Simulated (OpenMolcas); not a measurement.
Pt III: effect of the IPEA shift

- Program: OpenMolcas 26.06
- Basis: ANO-RCC-VTZP [8s7p5d3f1g]
- Scalar Hamiltonian: DKH2, point nucleus
- Active space: 8 electrons in 5 orbitals (5d)
- State averaging: 2S+1 = 3 even, 10 roots; 2S+1 = 1 even, 15 roots kept (CI in the orbitals of an earlier block)
- Spin-orbit coupling: RASSI with atomic mean-field integrals over the reference wave functions, term energies averaged over their components

Methods on the same reference wave functions:
A. CASSCF
B. SS-CASPT2, IPEA 0 Eh, imaginary shift 0.1 Eh (closed shells correlated: 5s 5p)
C. SS-CASPT2, IPEA 0.25 Eh, imaginary shift 0.1 Eh (closed shells correlated: 5s 5p)

Energies in cm-1 above 5d8 3F4, the measured ground level; measured values from NIST levels as listed in McCann et al., Mon. Not. R. Astron. Soc. 538, 537 (2025).

```tsv
Level	A	B	C	Measured
5d8 3F4	0.0	0.0	0.0	0.0
5d8 3F3	9867	9970	9980	9752
5d8 3P2 [51 %]	17559	15360	15760	
5d8 3P0	21060	16460	17120	14939
5d8 3P1	22856	18640	19400	16782
5d8 1G4	25863	23110	22960	21331
5d8 1S0	55389	48530	48700
```

Deviations, from unrounded energies. A percentage is the sum of absolute deviations over the sum of measured energies, with the sign that they share, or ± where signs differ.

```
                        Against measurement  Levels      A     B      C
             mean absolute deviation (cm-1)       4   4200  1300   1700
      fine structure of the ground term (%)       1   +1.2  +2.3   +2.3
other terms of the ground configuration (%)       3  +31.5  +9.7  +12.1
```

B lies closest to measurement on these levels and A furthest from it. The largest miss of B in the table is 5d8 3P1, by +1900 cm-1. The ranking rests on the paired levels alone, and a cruder setting can come out closer through cancelling errors.

Between B and C the level of the table that moves most is 5d8 3P1, by 760 cm-1 (lowest in B, highest in C). Moves below CASPT2's spread within the term are not significant.

The mean deviations of B to C differ by less than CASPT2's widest spread within a term (1400 cm-1), so their order carries little weight.

From A to B the spin-free energies of the other terms of 5d8 shown, above 3F, scale by factors of 0.67 to 0.83.

The lowest spin-free term lies below A's lowest term by 0.442 hartree in B, 0.435 hartree in C.

CASPT2 does not keep the components of a term degenerate, so their means are used; among the terms shown or strongly mixed into the levels shown the widest spread is 1400 cm-1 (5d8 1G, B). Configurations with an s electron lie low in 5d ions of this charge, fall among these levels and mix in, so low-spin terms can stand far too high, up to twice their true height, and weights are not those of the real levels. Terms from blocks run as CI alone lack orbitals of their own. Without dynamic correlation excited terms often stand tens of per cent too high (terms of higher spin than the ground term too low), and those without a measured partner can miss by more than the paired ones (holds for A). Some terms miss by over 15 % even with CASPT2, which points to a basis or an active space too small for the shells correlated (holds for C). Computed and measured levels are paired by configuration, term and J; levels that our copy of the source lacks, or whose pairing is in doubt (as where it misses far off the trend of its configuration), stay unpaired and out of the deviations. Levels of configurations outside the active space are missing. The table leaves out levels that lie high or whose names do not pair safely across all columns.

A share in square brackets marks a mixed level and gives the weight of the term that names it, the lowest over the columns.
